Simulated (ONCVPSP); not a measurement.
## Pb (Z = 82), ONCV: configuration errors across variants

ONCVPSP 4.0.1 input, shortened (lines: element, Z, core and valence counts, functional; n l f; lmax; l rc ep ncon nbas qcut; lloc lpopt rc5 dvloc0; l nproj debl; icmod fcfact rcfact), LDA (Perdew-Wang 92), scalar-relativistic:

```
  Pb 82.00   13    2  -001012      upf
    1    0    2.00
    2    0    2.00
    2    1    6.00
    3    0    2.00
    3    1    6.00
    3    2   10.00
    4    0    2.00
    4    1    6.00
    4    2   10.00
    4    3   14.00
    5    0    2.00
    5    1    6.00
    5    2   10.00
    6    0    2.00
    6    1    1.00
    1
    0    2.05    0.00    4    8    3.10
    1    2.50    0.00    4    7    3.50
    4    4    1.80    3.00
    0    3    2.20
    1    2    2.70
    3    2.00    1.10
```

All-electron excitation energies from the reference (eV): (1) 6s2 6p2 -6.827; (2) 6s2 6p0 13.756; (3) 6s1 6p0 46.631; (4) 6s0 6p4 11.215.

1 further variants failed, have other tests or too few solved ones, and are left out.

A true bound ghost makes a file unfit for plane-wave use even where its test errors are small: the radial tests pick states by their node count and pass the ghost by.

Errors AE − PS in meV (a dash: test not solved or not reliable):

```csv
change,(1),(2),(3),(4),bound ghosts,GHOST(+) flags above zero
base,+13,+21,+86,+73,none,s
"all radii but the core radius scaled by about 0.86 (s 1.76, p 2.14 bohr); local potential polynomial inside 1.54 bohr (lpopt 4, dvloc0 3 Ha)",+13,+21,+88,+82,s,"s, p"
"all radii but the core radius scaled by about 0.94 (s 1.92, p 2.34 bohr); local potential polynomial inside 1.68 bohr (lpopt 4, dvloc0 3 Ha)",+13,+21,+91,+79,s,s
"all radii but the core radius scaled by about 1.03 (s 2.12, p 2.58 bohr); local potential polynomial inside 1.86 bohr (lpopt 4, dvloc0 3 Ha)",+13,+21,+84,+71,none,s
"all radii but the core radius scaled by about 1.12 (s 2.28, p 2.80 bohr); local potential polynomial inside 2.00 bohr (lpopt 4, dvloc0 3 Ha)",+13,+20,+66,+57,none,s
"all radii but the core radius scaled by about 1.20 (s 2.46, p 3.00 bohr); local potential polynomial inside 2.16 bohr (lpopt 4, dvloc0 3 Ha)",+12,+18,+39,+36,none,s
"all radii but the core radius scaled by about 1.33 (s 2.72, p 3.32 bohr); local potential polynomial inside 2.38 bohr (lpopt 4, dvloc0 3 Ha)",+11,+13,-17,+1.6,none,none
```

Problem. Give the same row for: all radii but the core radius scaled by about 1.24 (s 2.54, p 3.10 bohr); local potential polynomial inside 2.24 bohr (lpopt 4, dvloc0 3 Ha).

Solution. +11, +16, +22, +25; bound ghosts: none; GHOST(+) flags above zero: s.
